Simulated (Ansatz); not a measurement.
A nudged elastic band was laid between two geometries of BClH3N + H3P (10 atoms, charge 0, multiplicity 1).

All numbers below come from RKS PBE0/6-31G* in Ansatz 0.2.0.

```yaml
movable_images: 7
climbing_image: yes
spring: 5.0 eV/Å²
optimiser: quadratic models (default)
start_path: straight line
force_threshold: 0.05 eV/Å
iteration_limit: 24
end_points: relaxed
```

Initial state:

```xyz
10
Properties=species:S:1:pos:R:3
B 0.253 -0.745 0.159
N 0.278 -0.899 1.538
H -0.552 -0.937 2.112
H 1.143 -1.002 2.047
H 1.256 -0.718 -0.484
Cl -1.305 -0.573 -0.675
P -0.933 3.346 1.001
H -2.168 2.847 0.506
H -1.530 3.924 2.157
H -0.613 2.130 1.667
```

Final state:

```xyz
10
Properties=species:S:1:pos:R:3
B 0.025 0.491 0.362
N -0.532 -0.024 1.805
H -0.340 -1.020 1.932
H -0.105 0.492 2.574
H 1.211 0.275 0.374
Cl -0.871 -0.592 -0.851
P -0.379 2.400 0.094
H -1.743 2.381 0.522
H 0.106 2.868 1.357
H -1.544 0.104 1.857
```

(1) What changes between the two ends?

(2) What energy profile does the band end with?

(3) What is the geometry of the highest image?

Results:

(1) Bonds broken: P7–H10. Bonds formed: B1–P7, N2–H10. BClH3N + H3P becomes BClH6NP.

(2) The run converged. The highest image is number 5 of 0 to 8, 43.2 kcal/mol above the first end and 43.6 kcal/mol above the last; the last end lies 0.4 kcal/mol below the first. Neighbouring images differ by up to 1.7 eV, so the band resolves the path poorly. Another band between the same ends (7 images) ends at a top of the same energy, where a vibrational analysis finds 1 clearly imaginary mode. The orbitals stay closed-shell, which can raise the energy where a bond breaks towards radicals; this wasn't checked here.

| image | path coordinate (Å) | energy (kcal/mol) | P7–H10 (Å) | B1–P7 (Å) | N2–H10 (Å) |
| --- | --- | --- | --- | --- | --- |
| 0 | 0.00 | 0.0 | 1.42 | 4.34 | 3.16 |
| 1 | 0.81 | 0.1 | 1.42 | 4.23 | 3.12 |
| 2 | 1.62 | 0.4 | 1.42 | 3.97 | 2.90 |
| 3 | 2.42 | 2.5 | 1.42 | 3.42 | 2.49 |
| 4 | 3.23 | 13.4 | 1.42 | 2.84 | 2.06 |
| 5 | 4.04 | 43.2 | 1.70 | 2.24 | 1.42 |
| 6 | 4.99 | 4.1 | 2.60 | 2.00 | 1.02 |
| 7 | 5.94 | 1.2 | 2.91 | 1.97 | 1.02 |
| 8 | 6.88 | -0.4 | 3.12 | 1.97 | 1.02 |

(3) 
```xyz
10
Properties=species:S:1:pos:R:3
B 0.075 0.261 0.419
N -0.186 -0.197 1.853
H -0.944 -0.851 2.003
H 0.616 -0.378 2.443
H 1.204 0.589 0.200
Cl -0.796 -0.692 -0.850
P -0.873 2.287 0.308
H -2.218 2.185 0.758
H -0.407 3.074 1.399
H -0.642 1.096 1.493
```

Run time: 12 min on 1 thread of Intel(R) Xeon(R) Platinum 8259CL CPU @ 2.50GHz (Skylake/Cascade Lake) (shared host), peak memory 0.18 GiB.
